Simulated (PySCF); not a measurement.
Excitation energies in several basis sets

Compound: carbonyl selenide, COSe.
Numbering: `[O:1]=[C:2]=[Se:3]`

Structure used (PBE0-D3(BJ)/def2-SVP), in Å, numbered top down from 1:
```xyz
3
COSe angstrom
O     -1.157    0.738    0.002
C     -0.158    0.162   -0.013
Se     1.321   -0.692   -0.035
```

TDDFT with PBE0 (PySCF), vertical singlets, core orbitals frozen in the response, spherical d and f functions. Isolated species at its PBE0-D3(BJ)/def2-SVP geometry, gas phase. The PBE0/6-31G* calculation is non-relativistic and has no spin–orbit coupling, an omission that weighs most on selenium.

Question: Compare 6-31G*, def2-SVP, aug-cc-pVDZ, def2-SVPD, def2-TZVP, def2-TZVPD and aug-cc-pVTZ for this molecule.

Answer: 

```tsv
basis	functions	diffuse	S1 (eV)	S2 (eV)	S3 (eV)	S4 (eV)	S5 (eV)	LUMO (eV)	α (au)
6-31G*	60	no	5.11	5.39	5.39	7.26	7.26	-0.86	30.5
def2-SVP	60	no	5.07	5.36	5.36	7.35	7.35	-0.90	30.2
aug-cc-pVDZ	82	yes	5.01	5.26	5.26	6.59	6.59	-1.11	40.2
def2-SVPD	84	yes	4.97	5.22	5.22	6.73	6.73	-1.20	41.0
def2-TZVP	110	no	5.03	5.27	5.27	6.94	6.94	-1.05	36.7
def2-TZVPD	134	yes	4.99	5.23	5.23	6.61	6.61	-1.12	41.2
aug-cc-pVTZ	151	yes	5.00	5.23	5.23	6.58	6.58	-1.12	41.1
```

States are compared by their number. Against the largest diffuse basis here (aug-cc-pVTZ, itself not a converged limit), sets without diffuse functions differ by up to 0.12 eV in S1 and 0.77 eV in S5; the smaller diffuse sets differ by up to 0.03 and 0.15 eV. State by state, the largest deviation of a set without diffuse functions is S1 0.12, S2 0.16, S3 0.16, S4 0.77, S5 0.77 eV. The same number needn't mean the same state in each row. Against aug-cc-pVTZ the polarisability deviates by -26% in 6-31G*, -26% in def2-SVP, -2% in aug-cc-pVDZ, 0% in def2-SVPD, -11% in def2-TZVP, 0% in def2-TZVPD.
